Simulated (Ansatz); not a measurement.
Calculated with Ansatz (gas phase, PBE0-D4/def2-TZVP geometries, no zero-point term in ΔE). CCSD(T)/CBS is the MP2 limit (def2-TZVPP, def2-QZVPP) plus CCSD(T) − MP2 in def2-TZVPP, frozen cores. Double bonds are as drawn, so ΔE can hold a change between cis and trans. For Ge outer-core shells are correlated without core-valence functions, which leaves a few kJ/mol of doubt a bond. Scalar relativity is left out up to krypton.

Consider the ligand exchange at a B–C bond: `B/C([SiH3])=C\Cl` + `[NH2][GeH3]` → `B[NH][GeH3]` + `[SiH3]/C=C/Cl`.

`B/C([SiH3])=C\Cl`:

Cartesian coordinates in Å:
```
B 1.376 -0.392 0.879
C 0.119 -0.268 -0.004
Si -0.769 1.374 -0.093
C -0.391 -1.276 -0.727
Cl 0.233 -2.873 -0.824
H 1.771 0.566 1.480
H 1.967 -1.424 0.980
H -1.948 1.268 -0.998
H 0.149 2.424 -0.607
H -1.229 1.781 1.261
H -1.278 -1.181 -1.347
```

`[NH2][GeH3]`:

```xyz
7

N     1.116   -0.105   -0.304
Ge   -0.694   -0.026    0.029
H     1.548    0.803   -0.414
H     1.635   -0.615    0.398
H    -1.194   -1.476    0.118
H    -1.076    0.714    1.333
H    -1.335    0.706   -1.160
```

`B[NH][GeH3]`:

Z-matrix (Å, degrees):
```
Ge
N 1 1.854
H 1 1.538 2 109.1
H 1 1.530 2 106.5 3 -120.4
H 1 1.538 2 109.1 3 119.1
B 2 1.392 1 126.2 3 120.5
H 2 1.010 1 115.9 3 -59.5
H 6 1.199 2 119.6 1 180.0
H 6 1.199 2 119.2 1 -0.0
```

`[SiH3]/C=C/Cl`:

Z-matrix (Å, degrees):
```
Si
C 1 1.858
H 1 1.486 2 108.6
H 1 1.487 2 110.5 3 120.2
H 1 1.487 2 110.5 3 -120.2
C 2 1.325 1 121.1 3 -0.0
H 2 1.087 1 120.4 3 180.0
Cl 6 1.723 2 124.0 1 180.0
H 6 1.084 2 123.9 1 -0.0
```

```json
{"level": "CCSD(T)/def2-TZVPP", "ΔE (kJ/mol)": "-129.3"}
{"level": "MP2/CBS(def2)", "ΔE (kJ/mol)": "-124.5"}
```

(1) What does CCSD(T)/CBS give? (Estimate.)

Largest T1 diagnostic among the species: 0.013.

Answers

(1) Ansatz gave: -127.4 kJ/mol. The listed levels differ from it by -1.9, 2.9 kJ/mol.

The D4 term adds +4.0 kJ/mol with B3LYP and +2.2 kJ/mol with PBE0; it sums over pairs of atoms, weighted by their polarisabilities, and B3LYP, whose exchange is more repulsive, gets the larger term.

B3LYP here is the variant with VWN-RPA as its local correlation; programs differ in this.
